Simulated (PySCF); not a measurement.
Cartesian coordinates (Å):
```xyz
22

Mo     0.1472     0.2861    -0.0270
F     -1.1927     1.6031    -0.0235
C      1.6617     1.6428     0.5951
H      1.5185     2.4714    -0.1370
H      2.7085     1.2858     0.5501
H      1.4414     2.0313     1.6106
C     -1.4058    -0.6547     1.1528
H     -1.2570    -1.6859     1.5126
H     -2.3199    -0.5834     0.5255
H     -1.4950     0.0483     2.0109
C      1.2803    -0.8223     1.4773
H      2.2570    -0.9864     0.9650
H      0.8801    -1.8027     1.7925
H      1.4640    -0.1921     2.3719
C      0.5974     0.4073    -2.0958
H     -0.0591    -0.1342    -2.8025
H      1.6536     0.1023    -2.2576
H      0.5082     1.5036    -2.2753
C      0.1178    -1.8009    -0.7151
H     -0.7697    -1.8510    -1.3838
H      0.0282    -2.5829     0.0603
H      1.0226    -2.0002    -1.3278
```
Charge 0, multiplicity 1.

Question: Predict the HOMO–LUMO gap, charge on the central atom (Mulliken) and total energy from PySCF with TPSSh-D3(BJ)/def2-TZVP // BP86-D3(BJ)/def2-SVP.

Answer: 
The HOMO–LUMO gap is 3.77 eV and the charge on the central atom (Mulliken) is 0.96 e. The total energy comes out as -367.7371 Ha.
